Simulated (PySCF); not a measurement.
Nuclear quadrupole coupling in `CC#CP(C)CCC#N`

C₇H₁₀NP.
Numbering: `[CH3:1][C:2]#[C:3][P:4]([CH3:5])[CH2:6][CH2:7][C:8]#[N:9]` (hydrogens: H10, H11, H12 on C1; H13, H14, H15 on C5; H16, H17 on C6; H18, H19 on C7)

Cartesian coordinates in Å at the PBE0-D3(BJ)/def2-SVP level; atoms count from 1:
```
atom  x, y, z in Å
C1     3.1596   -1.3629    0.7370
C2     2.0370   -0.7367    0.0630
C3     1.0965   -0.2033   -0.4998
P4    -0.2653    0.4489   -1.4234
C5     0.1512    2.2495   -1.4321
C6    -1.5602    0.4459   -0.0818
C7    -1.9519   -0.9784    0.3088
C8    -2.9717   -1.0128    1.3492
N9    -3.7824   -1.0149    2.1751
H10    3.8528   -0.6064    1.1369
H11    2.8139   -1.9788    1.5819
H12    3.7243   -2.0149    0.0521
H13    1.0279    2.4083   -2.0760
H14    0.3661    2.6376   -0.4256
H15   -0.6958    2.8019   -1.8669
H16   -1.2024    1.0017    0.7993
H17   -2.4351    0.9832   -0.4832
H18   -2.3279   -1.5327   -0.5670
H19   -1.0669   -1.5271    0.6724
```

Field gradients from the PBE0/pcSseg-1 density (PySCF, non-relativistic), principal values in atomic units, ordered |Vxx| ≤ |Vyy| ≤ |Vzz|:

| atom | Vxx | Vyy | Vzz |
| --- | --- | --- | --- |
| N9 | 0.4475 | 0.4834 | -0.9309 |

**Question.** Find the asymmetry η = (Vxx − Vyy)/Vzz and the couplings χ = eQV/h (234.96 MHz × Q in barn × V in au), with Q(14N) = 0.02044 b.

**Answer.** 
```
atom       environment  nucleus     η  χzz (MHz)  χxx (MHz)  χyy (MHz)
  N9  nitrile nitrogen      14N  0.04     -4.471      2.149      2.322
```

The gradient is axial or nearly so (η below 0.05) at N9. The tensor is traceless: Vxx + Vyy + Vzz = 0.

**Question.** What is Vzz at N9 in SI units (1 au = 9.71736 × 10²¹ V/m²)?

**Answer.** -0.9309 au = -9.046 × 10²¹ V/m².

**Question.** What couplings would deuterons (Q(2H) = 0.00286 b) have in place of the hydrogens, at this geometry?

**Answer.** 
```json
{"atom": "H10", "bonded to": "C1", "bond length (Å)": "1.101", "Vzz (au)": "0.2879", "η": "0.03", "χzz (kHz)": "193"}
{"atom": "H11", "bonded to": "C1", "bond length (Å)": "1.101", "Vzz (au)": "0.2880", "η": "0.03", "χzz (kHz)": "194"}
{"atom": "H12", "bonded to": "C1", "bond length (Å)": "1.101", "Vzz (au)": "0.2873", "η": "0.03", "χzz (kHz)": "193"}
{"atom": "H13", "bonded to": "C5", "bond length (Å)": "1.099", "Vzz (au)": "0.2952", "η": "0.02", "χzz (kHz)": "198"}
{"atom": "H14", "bonded to": "C5", "bond length (Å)": "1.100", "Vzz (au)": "0.2936", "η": "0.01", "χzz (kHz)": "197"}
{"atom": "H15", "bonded to": "C5", "bond length (Å)": "1.101", "Vzz (au)": "0.2929", "η": "0.03", "χzz (kHz)": "197"}
{"atom": "H16", "bonded to": "C6", "bond length (Å)": "1.102", "Vzz (au)": "0.2853", "η": "0.05", "χzz (kHz)": "192"}
{"atom": "H17", "bonded to": "C6", "bond length (Å)": "1.102", "Vzz (au)": "0.2846", "η": "0.04", "χzz (kHz)": "191"}
{"atom": "H18", "bonded to": "C7", "bond length (Å)": "1.103", "Vzz (au)": "0.2797", "η": "0.04", "χzz (kHz)": "188"}
{"atom": "H19", "bonded to": "C7", "bond length (Å)": "1.103", "Vzz (au)": "0.2767", "η": "0.05", "χzz (kHz)": "186"}
```

The structure is a single PBE0-D3(BJ)/def2-SVP conformer in the gas phase; no vibrational or solvent corrections. A larger basis could move these couplings by a tenth or more.
